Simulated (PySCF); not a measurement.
C$_{4}$H$_{11}$AlO$_{2}$ (SMILES C[O][AlH][O]C(C)C), singlet, at a GFN2-xTB geometry (such geometries of metal compounds can be far from the true shape), atoms displaced at random by about 0.03 Å a coordinate; PySCF with PBE0/STO-3G, gradient by finite differences.

Input for PySCF:
```python
from pyscf import gto, scf, dft

mol = gto.Mole()
mol.atom = '''
    Al   -0.47906194    0.96775903    0.46645473
    H    -0.94071525    1.41253432    1.81981395
    O    -0.33504150    2.21123741   -0.67580265
    C    -0.27791220    3.28479130   -1.59475662
    H     0.52717142    3.93969909   -1.23175919
    H    -0.04138670    2.91293810   -2.55973966
    H    -1.23645530    3.83906823   -1.61880988
    O    -0.25492480   -0.63603536    0.27875991
    C     0.08419966   -1.96717574    0.19536594
    C     0.21381900   -2.53570134    1.58129271
    C     1.34593945   -2.20623674   -0.54654373
    H    -0.76088650   -2.48343875   -0.24116966
    H     1.01627699   -2.00949311    2.08887112
    H     0.38841934   -3.61741814    1.60157135
    H    -0.68555594   -2.30062884    2.10754939
    H     1.17867626   -1.79769968   -1.64877042
    H     2.17795317   -1.70540173   -0.07705424
    H     1.59685539   -3.29157366   -0.64213859
'''
mol.basis = 'sto-3g'
mol.verbose = 4
mol.build()

mf = dft.RKS(mol)
mf.xc = 'pbe0'
mf.conv_tol = 1e-11
mf.kernel()
scan, done = mf.as_scanner(), []
scan.scf_summary = {}
def energy(d):
    c = mol.atom_coords()
    c[16, 2] += d
    e = scan(mol.set_geom_(c, unit='Bohr', inplace=False))
    done.append(scan.converged)
    return e
h = 1e-3
fd = (energy(h) - energy(-h)) / (2 * h)
print('dE/dx =', fd)
```

The log (banner, timings and long lists left out):

```
PySCF version 2.14.0

[INPUT] verbose = 4
[INPUT] num. atoms = 18
[INPUT] num. electrons = 64
[INPUT] charge = 0
[INPUT] spin (= nelec alpha-beta = 2S) = 0
[INPUT] symmetry False subgroup None
[INPUT] Mole.unit = angstrom
[INPUT] Symbol           X                Y                Z      unit          X                Y                Z       unit  Magmom
[...]
nuclear repulsion = 367.141572370447
number of shells = 34
number of NR pGTOs = 150
number of NR cGTOs = 50
basis = sto-3g
ecp = {}

******** <class 'pyscf.dft.rks.RKS'> ********
method = RKS
initial guess = minao
damping factor = 0
level_shift factor = 0
DIIS = <class 'pyscf.scf.diis.CDIIS'>
diis_start_cycle = 1
diis_space = 8
diis_damp = 0
SCF conv_tol = 1e-11
SCF conv_tol_grad = None
SCF max_cycles = 50
direct_scf = True
direct_scf_tol = 1e-13
XC library pyscf.dft.libxc version 7.1.2
    S. Lehtola, C. Steigemann, M. J. T. Oliveira, and M. A. L. Marques,  SoftwareX 7, 1–5 (2018)
XC functionals = pbe0
    C. Adamo and V. Barone,  J. Chem. Phys. 110, 6158 (1999)
    M. Ernzerhof and G. E. Scuseria,  J. Chem. Phys. 110, 5029 (1999)
radial grids:
    Treutler-Ahlrichs [JCP 102, 346 (1995); DOI:10.1063/1.469408] (M4) radial grids

becke partition: Becke, JCP 88, 2547 (1988); DOI:10.1063/1.454033
pruning grids: <function nwchem_prune>
grids dens level: 3
symmetrized grids: False
atomic radii adjust function: <function treutler_atomic_radii_adjust>
small_rho_cutoff = 0
Set gradient conv threshold to 3.16228e-06
Initial guess from minao.
tot grids = 211704
init E= -545.114977119064
[...]
cycle= 1 E= -544.367873055874  delta_E= 0.747  |g|= 0.81  |ddm|= 5.07
[...]
cycle= 2 E= -544.266117520993  delta_E= 0.102  |g|= 1.06  |ddm|= 2.53
[...]
cycle= 3 E= -544.60069295073  delta_E= -0.335  |g|= 0.0532  |ddm|= 1.43
[...]
cycle= 4 E= -544.601365602693  delta_E= -0.000673  |g|= 0.0343  |ddm|= 0.13
[...]
cycle= 5 E= -544.601729450153  delta_E= -0.000364  |g|= 0.00719  |ddm|= 0.0549
[...]
cycle= 6 E= -544.601745885866  delta_E= -1.64e-05  |g|= 0.0016  |ddm|= 0.0125
[...]
cycle= 7 E= -544.601746733674  delta_E= -8.48e-07  |g|= 0.000143  |ddm|= 0.00253
[...]
cycle= 8 E= -544.601746740057  delta_E= -6.38e-09  |g|= 3.85e-05  |ddm|= 0.000251
[...]
cycle= 9 E= -544.601746740509  delta_E= -4.52e-10  |g|= 1.04e-05  |ddm|= 5.87e-05
[...]
cycle= 10 E= -544.601746740547  delta_E= -3.77e-11  |g|= 1.44e-06  |ddm|= 1.63e-05
[...]
cycle= 11 E= -544.601746740547  delta_E= -4.55e-13  |g|= 4.04e-07  |ddm|= 3.34e-06
[...]
Extra cycle  E= -544.601746740545  delta_E= 1.59e-12  |g|= 2.78e-07  |ddm|= 1.18e-06
converged SCF energy = -544.601746740545
Create scanner for <class 'pyscf.dft.rks.RKS'>

WARN: Mole.unit (angstrom) is changed to Bohr

New geometry
   1 Al    -0.479061940000   0.967759030000   0.466454730000 AA   -0.905295863303   1.828799521275   0.881471689208 Bohr
   2 H     -0.940715250000   1.412534320000   1.819813950000 AA   -1.777694183702   2.669303006349   3.438949963163 Bohr
   3 O     -0.335041500000   2.211237410000  -0.675802650000 AA   -0.633136675363   4.178633101293  -1.277081922755 Bohr
   4 C     -0.277912200000   3.284791300000  -1.594756620000 AA   -0.525177944675   6.207355933354  -3.013653247137 Bohr
   5 H      0.527171420000   3.939699090000  -1.231759190000 AA    0.996209604498   7.444952293298  -2.327687520516 Bohr
   6 H     -0.041386700000   2.912938100000  -2.559739660000 AA   -0.078209528200   5.504655226811  -4.837206907587 Bohr
   7 H     -1.236455300000   3.839068230000  -1.618809880000 AA   -2.336561882267   7.254787528219  -3.059107320940 Bohr
   8 O     -0.254924800000  -0.636035360000   0.278759910000 AA   -0.481738054360  -1.201932635939   0.526779884408 Bohr
   9 C      0.084199660000  -1.967175740000   0.195365940000 AA    0.159114297181  -3.717423387489   0.369188120668 Bohr
  10 C      0.213819000000  -2.535701340000   1.581292710000 AA    0.404059350228  -4.791781066293   2.988210144671 Bohr
  11 C      1.345939450000  -2.206236740000  -0.546543730000 AA    2.543456940748  -4.169183204553  -1.032817964798 Bohr
  12 H     -0.760886500000  -2.483438750000  -0.241169660000 AA   -1.437867096879  -4.693019084632  -0.455744606954 Bohr
  13 H      1.016276990000  -2.009493110000   2.088871120000 AA    1.920485177797  -3.797391627100   3.947394326313 Bohr
  14 H      0.388419340000  -3.617418140000   1.601571350000 AA    0.734006174084  -6.835929562634   3.026531220450 Bohr
  15 H     -0.685555940000  -2.300628840000   2.107549390000 AA   -1.295512969669  -4.347558421876   3.982691141094 Bohr
  16 H      1.178676260000  -1.797699680000  -1.648770420000 AA    2.227375320927  -3.397160049418  -3.115724536084 Bohr
  17 H      2.177953170000  -1.705401730000  -0.076525062789 AA    4.115735003428  -3.222742202059  -0.144611410337 Bohr
  18 H      1.596855390000  -3.291573660000  -0.642138590000 AA    3.017619347636  -6.220172736232  -1.213466069114 Bohr

******** <class 'pyscf.scf.hf.RKS_Scanner'> ********
method = RKS_Scanner
initial guess = minao
damping factor = 0
level_shift factor = 0
DIIS = <class 'pyscf.scf.diis.CDIIS'>
diis_start_cycle = 1
diis_space = 8
diis_damp = 0
SCF conv_tol = 1e-11
SCF conv_tol_grad = None
SCF max_cycles = 50
direct_scf = True
direct_scf_tol = 1e-13
XC library pyscf.dft.libxc version 7.1.2
    S. Lehtola, C. Steigemann, M. J. T. Oliveira, and M. A. L. Marques,  SoftwareX 7, 1–5 (2018)
XC functionals = pbe0
    C. Adamo and V. Barone,  J. Chem. Phys. 110, 6158 (1999)
    M. Ernzerhof and G. E. Scuseria,  J. Chem. Phys. 110, 5029 (1999)
radial grids:
    Treutler-Ahlrichs [JCP 102, 346 (1995); DOI:10.1063/1.469408] (M4) radial grids

becke partition: Becke, JCP 88, 2547 (1988); DOI:10.1063/1.454033
pruning grids: <function nwchem_prune>
grids dens level: 3
symmetrized grids: False
atomic radii adjust function: <function treutler_atomic_radii_adjust>
small_rho_cutoff = 0
Set gradient conv threshold to 3.16228e-06
tot grids = 211704
init E= -544.601696102239
[...]
cycle= 1 E= -544.60175080523  delta_E= -5.47e-05  |g|= 6.65e-05  |ddm|= 0.000381
[...]
cycle= 2 E= -544.601750806613  delta_E= -1.38e-09  |g|= 4.2e-05  |ddm|= 0.000176
[...]
cycle= 3 E= -544.601750807189  delta_E= -5.76e-10  |g|= 9.31e-06  |ddm|= 7.08e-05
[...]
cycle= 4 E= -544.601750807214  delta_E= -2.52e-11  |g|= 3.26e-06  |ddm|= 1.75e-05
[...]
cycle= 5 E= -544.601750807221  delta_E= -6.71e-12  |g|= 4.82e-07  |ddm|= 5.2e-06
[...]
Extra cycle  E= -544.601750807222  delta_E= -1.25e-12  |g|= 5.16e-07  |ddm|= 1.41e-06
converged SCF energy = -544.601750807222

WARN: Mole.unit (angstrom) is changed to Bohr

New geometry
   1 Al    -0.479061940000   0.967759030000   0.466454730000 AA   -0.905295863303   1.828799521275   0.881471689208 Bohr
   2 H     -0.940715250000   1.412534320000   1.819813950000 AA   -1.777694183702   2.669303006349   3.438949963163 Bohr
   3 O     -0.335041500000   2.211237410000  -0.675802650000 AA   -0.633136675363   4.178633101293  -1.277081922755 Bohr
   4 C     -0.277912200000   3.284791300000  -1.594756620000 AA   -0.525177944675   6.207355933354  -3.013653247137 Bohr
   5 H      0.527171420000   3.939699090000  -1.231759190000 AA    0.996209604498   7.444952293298  -2.327687520516 Bohr
   6 H     -0.041386700000   2.912938100000  -2.559739660000 AA   -0.078209528200   5.504655226811  -4.837206907587 Bohr
   7 H     -1.236455300000   3.839068230000  -1.618809880000 AA   -2.336561882267   7.254787528219  -3.059107320940 Bohr
   8 O     -0.254924800000  -0.636035360000   0.278759910000 AA   -0.481738054360  -1.201932635939   0.526779884408 Bohr
   9 C      0.084199660000  -1.967175740000   0.195365940000 AA    0.159114297181  -3.717423387489   0.369188120668 Bohr
  10 C      0.213819000000  -2.535701340000   1.581292710000 AA    0.404059350228  -4.791781066293   2.988210144671 Bohr
  11 C      1.345939450000  -2.206236740000  -0.546543730000 AA    2.543456940748  -4.169183204553  -1.032817964798 Bohr
  12 H     -0.760886500000  -2.483438750000  -0.241169660000 AA   -1.437867096879  -4.693019084632  -0.455744606954 Bohr
  13 H      1.016276990000  -2.009493110000   2.088871120000 AA    1.920485177797  -3.797391627100   3.947394326313 Bohr
  14 H      0.388419340000  -3.617418140000   1.601571350000 AA    0.734006174084  -6.835929562634   3.026531220450 Bohr
  15 H     -0.685555940000  -2.300628840000   2.107549390000 AA   -1.295512969669  -4.347558421876   3.982691141094 Bohr
  16 H      1.178676260000  -1.797699680000  -1.648770420000 AA    2.227375320927  -3.397160049418  -3.115724536084 Bohr
  17 H      2.177953170000  -1.705401730000  -0.077583417211 AA    4.115735003428  -3.222742202059  -0.146611410337 Bohr
  18 H      1.596855390000  -3.291573660000  -0.642138590000 AA    3.017619347636  -6.220172736232  -1.213466069114 Bohr

******** <class 'pyscf.scf.hf.RKS_Scanner'> ********
method = RKS_Scanner
initial guess = minao
damping factor = 0
level_shift factor = 0
DIIS = <class 'pyscf.scf.diis.CDIIS'>
diis_start_cycle = 1
diis_space = 8
diis_damp = 0
SCF conv_tol = 1e-11
SCF conv_tol_grad = None
SCF max_cycles = 50
direct_scf = True
direct_scf_tol = 1e-13
XC library pyscf.dft.libxc version 7.1.2
    S. Lehtola, C. Steigemann, M. J. T. Oliveira, and M. A. L. Marques,  SoftwareX 7, 1–5 (2018)
XC functionals = pbe0
    C. Adamo and V. Barone,  J. Chem. Phys. 110, 6158 (1999)
    M. Ernzerhof and G. E. Scuseria,  J. Chem. Phys. 110, 5029 (1999)
radial grids:
    Treutler-Ahlrichs [JCP 102, 346 (1995); DOI:10.1063/1.469408] (M4) radial grids

becke partition: Becke, JCP 88, 2547 (1988); DOI:10.1063/1.454033
pruning grids: <function nwchem_prune>
grids dens level: 3
symmetrized grids: False
atomic radii adjust function: <function treutler_atomic_radii_adjust>
small_rho_cutoff = 0
Set gradient conv threshold to 3.16228e-06
tot grids = 211704
init E= -544.601851967467
[...]
cycle= 1 E= -544.601742534425  delta_E= 0.000109  |g|= 0.000133  |ddm|= 0.000763
[...]
cycle= 2 E= -544.601742539955  delta_E= -5.53e-09  |g|= 8.36e-05  |ddm|= 0.00035
[...]
cycle= 3 E= -544.601742542239  delta_E= -2.28e-09  |g|= 1.84e-05  |ddm|= 0.000141
[...]
cycle= 4 E= -544.601742542341  delta_E= -1.02e-10  |g|= 6.42e-06  |ddm|= 3.46e-05
[...]
cycle= 5 E= -544.601742542356  delta_E= -1.43e-11  |g|= 9.77e-07  |ddm|= 1.03e-05
[...]
cycle= 6 E= -544.601742542356  delta_E= -2.27e-13  |g|= 9.94e-08  |ddm|= 1.58e-06
[...]
Extra cycle  E= -544.601742542356  delta_E= -4.55e-13  |g|= 6.77e-08  |ddm|= 2.74e-07
converged SCF energy = -544.601742542356
dE/dx = -0.004132432763981342
```
